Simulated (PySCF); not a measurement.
Isomers of C7H16O.

All values: wB97X-D/def2-SVPD (PySCF) at PBE0-D3(BJ)/def2-SVP geometries, gas phase, one conformer each. Core orbitals are frozen in the response; Δα² is half the sum of the squared differences of the principal polarisabilities.

(1) Rank by vertical ionisation energy (ΔSCF), highest first.
A. `[CH3:1][CH:2]([CH3:3])[O:4][C:5]([CH3:6])([CH3:7])[CH3:8]` with C1–C2–O4–C5 119°
B. `[CH3:1][CH2:2][C:3]([CH3:4])([CH3:5])[CH2:6][CH2:7][OH:8]` with C1–C2–C3–C4 -178°, C2–C3–C6–C7 -57°, C3–C6–C7–O8 178°, C6–C7–O8–H 58°
C. `[CH3:1][CH2:2][CH2:3][CH2:4][CH2:5][O:6][CH2:7][CH3:8]` with C1–C2–C3–C4 180°, C2–C3–C4–C5 -178°, C3–C4–C5–O6 63°, C4–C5–O6–C7 179°, C5–O6–C7–C8 77° (n-PeOEt)

## Answers

(1) B (10.05 eV), C (9.48 eV), A (9.12 eV).

All values together:

| SMILES | μ (D) | HOMO (eV) | LUMO (eV) | α (Å³) | Δα (Å³) | ΔSCF removal energy (eV) |
| --- | --- | --- | --- | --- | --- | --- |
| CCOCC(C)(C)C | 1.15 | -9.26 | 2.28 | 13.66 | 2.35 | 9.47 |
| CC(C)OC(C)(C)C | 1.24 | -9.06 | 2.23 | 13.57 | 2.14 | 9.12 |
| CCCCCOCC | 1.17 | -9.23 | 2.42 | 13.79 | 3.45 | 9.48 |
| CCC(C)(C)CCO | 1.77 | -9.70 | 2.16 | 13.45 | 1.25 | 10.05 |

Conformers: `[CH3:1][CH2:2][O:3][CH2:4][C:5]([CH3:6])([CH3:7])[CH3:8]` with C1–C2–O3–C4 74°, C2–O3–C4–C5 173°; `[CH3:1][CH:2]([CH3:3])[O:4][C:5]([CH3:6])([CH3:7])[CH3:8]` with C1–C2–O4–C5 119°; `[CH3:1][CH2:2][CH2:3][CH2:4][CH2:5][O:6][CH2:7][CH3:8]` with C1–C2–C3–C4 180°, C2–C3–C4–C5 -178°, C3–C4–C5–O6 63°, C4–C5–O6–C7 179°, C5–O6–C7–C8 77°; `[CH3:1][CH2:2][C:3]([CH3:4])([CH3:5])[CH2:6][CH2:7][OH:8]` with C1–C2–C3–C4 -178°, C2–C3–C6–C7 -57°, C3–C6–C7–O8 178°, C6–C7–O8–H 58°.
